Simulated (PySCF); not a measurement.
C3H13NSi2, SMILES CC(C)N([SiH3])[SiH3]. Atoms are numbered in the order given.

```xyz
19

C      1.6236     1.1690     0.9964
C      1.1479    -0.1301     0.3436
C      1.9633    -0.4777    -0.9056
N     -0.3089    -0.1036     0.0497
Si    -1.0433     1.2772    -0.7394
Si    -1.1837    -1.5389     0.5308
H      2.6841     1.0937     1.2827
H      1.0331     1.3952     1.8967
H      1.5314     2.0224     0.3033
H      1.3150    -0.9367     1.0825
H      1.8586     0.3064    -1.6722
H      3.0338    -0.5759    -0.6637
H      1.6186    -1.4274    -1.3419
H     -2.4008     0.8654    -1.1878
H     -0.2424     1.7153    -1.9216
H     -1.1813     2.4664     0.1557
H     -2.6126    -1.3869     0.1448
H     -1.0862    -1.7541     2.0078
H     -0.6199    -2.7621    -0.1205
```
Charge 0, spin multiplicity 1.

Geometry: B3LYP-D3(BJ)/def2-SVP. The values are those of a single conformer.

Level of theory: SMD-B3LYP/def2-SVP (PySCF).

Solvation free energies are E(SMD) − E(gas) at the gas-phase geometry, for 1 M in both phases. In vacuum the dipole moment is 1.10 D.

```tsv
solvent	ΔG(solv) (kcal/mol)	its non-electrostatic (CDS) part	dipole (D)
water	3.6	4.9	1.51
acetone	-2.0	-0.7	1.48
dimethylsulfoxide	?	?	?
```

Q: Some entries are withheld; supply them. (The exact figures need the calculation; the answer reports its results.)

A: 
- dimethylsulfoxide, ΔG(solv) (kcal/mol): -0.1
- dimethylsulfoxide, its non-electrostatic (CDS) part: 1.2
- dimethylsulfoxide, dipole (D): 1.50
